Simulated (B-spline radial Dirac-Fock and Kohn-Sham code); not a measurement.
## Relativistic shifts of the levels of Ag⁵⁺

System: Ag⁵⁺ in the configuration [Kr] 4d6.

Both columns are ΔSCF binding energies of the configuration average from a radial B-spline solver: non-relativistic Hartree-Fock with a point nucleus, and Dirac-Fock with a finite nucleus and the Coulomb interaction alone, averaged over the two j levels with weights 2j+1.

| shell | Hartree-Fock (eV) | Dirac-Fock (eV) | shift (eV) | shift (%) |
| --- | --- | --- | --- | --- |
| 1s | 24890.0 | 25684.6 | +794.59 | +3.19 |
| 2s | 3722.0 | 3914.0 | +191.97 | +5.16 |
| 2p | 3455.2 | 3509.2 | +54.05 | +1.56 |
| 3s | 774.6 | 813.8 | +39.18 | +5.06 |
| 3p | 666.3 | 677.8 | +11.52 | +1.73 |
| 3d | 467.1 | 461.2 | -5.81 | -1.24 |
| 4s | 181.6 | 189.1 | +7.52 | +4.14 |
| 4p | 144.0 | 145.9 | +1.90 | +1.32 |
| 4d | 85.67 | 84.78 | -0.89 | -1.04 |

Relativity binds 1s, 2s, 2p, 3s, 3p, 4s, 4p more strongly, among those listed most of all 2s in relative terms, and 3d, 4d more weakly, because the contracted s and p shells screen the nucleus better.

Values without a named source are computed, but for edge energies of neutral atoms, which are taken from tables.
